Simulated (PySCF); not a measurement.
SMILES CC[Te][SiH3], CAM-B3LYP/def2-SVP optimised geometry.

```
12

Te     0.84     1.29     0.00
C     -1.29     0.87    -0.25
C     -1.97     0.28     0.97
H     -1.38     0.22    -1.13
H     -1.72     1.84    -0.52
H     -1.88     0.94     1.85
H     -1.54    -0.70     1.25
H     -3.04     0.12     0.77
Si     1.55    -1.10     0.00
H      1.05    -1.80    -1.22
H      1.07    -1.84     1.20
H      3.04    -1.10     0.00
```

Density from CAM-B3LYP/def2-TZVP, def2 effective core potentials past Kr (PySCF) at that geometry. The core electrons that the potentials of Te replace are not part of the density.

Minimum of the electron density along straight lines between bonded atoms, close to the bond critical point (lines longer than 1.1 times the sum of covalent radii, or with two minima, are not listed):

```
bond     length / Å  ρ at the minimum / e bohr⁻³  ∇²ρ there / e bohr⁻⁵  position (fraction from the first atom)
-------  ----------  ---------------------------  --------------------  ---------------------------------------
Te1–C2        2.183                        0.110                   ___                                     0.52
C2–C3         1.518                        0.250                   ___                                     0.51
C2–H4         1.098                        0.277                 -0.95                                     0.65
C2–H5         1.099                        0.276                 -0.94                                     0.65
C3–H6         1.099                        0.275                 -0.94                                     0.64
C3–H7         1.100                        0.274                 -0.93                                     0.64
C3–H8         1.103                        0.271                 -0.91                                     0.64
Te1–Si9       2.499                          ___                 -0.13                                     0.60
Si9–H10       1.489                        0.121                  0.14                                     0.49
Si9–H11       1.489                        0.121                  0.14                                     0.49
Si9–H12       1.487                        0.121                  0.14                                     0.49
```

Question: Fill in the missing entries.

Answer: 
- Te1–C2, ∇²ρ there / e bohr⁻⁵: -0.02
- C2–C3, ∇²ρ there / e bohr⁻⁵: -0.63
- Te1–Si9, ρ at the minimum / e bohr⁻³: 0.085
